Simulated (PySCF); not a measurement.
N,N-dimethyl-1-methylsilylmethanamine (C4H13NSi), SMILES C[SiH2]CN(C)C. Atoms are numbered in the order given.

```xyz
19

C      2.9614    -0.3493     0.1926
Si     1.3658     0.5754    -0.1783
C     -0.0985    -0.5715     0.2043
N     -1.3872    -0.1470    -0.2931
C     -2.3886    -1.1740    -0.1659
C     -1.8281     1.1101     0.2517
H      2.9918    -0.6715     1.2452
H      3.8385     0.2900     0.0103
H      3.0561    -1.2444    -0.4416
H      1.3180     1.8195     0.6553
H      1.3176     0.9859    -1.6167
H     -0.1068    -0.7786     1.3046
H      0.1599    -1.5355    -0.2703
H     -2.6111    -1.4433     0.8932
H     -3.3304    -0.8460    -0.6332
H     -2.0598    -2.0903    -0.6803
H     -2.7837     1.4053    -0.2083
H     -1.9782     1.0852     1.3567
H     -1.0988     1.9063     0.0359
```

The structure is a stationary point at PBE0-D3(BJ)/def2-SVP. Other conformers were not sampled.

Two levels are set side by side: PBE/pcSseg-1 (PySCF) and PBE0/pcSseg-1 (PySCF). GIAO shifts against NH3 (¹⁵N), TMS (²⁹Si), TMS (¹H), TMS (¹³C) at the same level; non-relativistic, no solvent, atoms listed together averaged. Differences are taken from unrounded values.

```tsv
quantity	PBE0	PBE	PBE minus PBE0
δ(¹³C) of C1 (ppm)	-6.6	-7.0	-0.5
δ(²⁹Si) of Si2 (ppm)	-38.4	-40.5	-2.1
δ(¹³C) of C3 (ppm)	47.9	50.7	2.7
δ(¹⁵N) of N4 (ppm)	33.7	44.6	10.8
δ(¹H) of H10, H11 (ppm)	4.47	4.56	0.09
```

Rough cost on one machine, each run with all the roots and properties that it gave: PBE0 against PBE within a factor of 2.
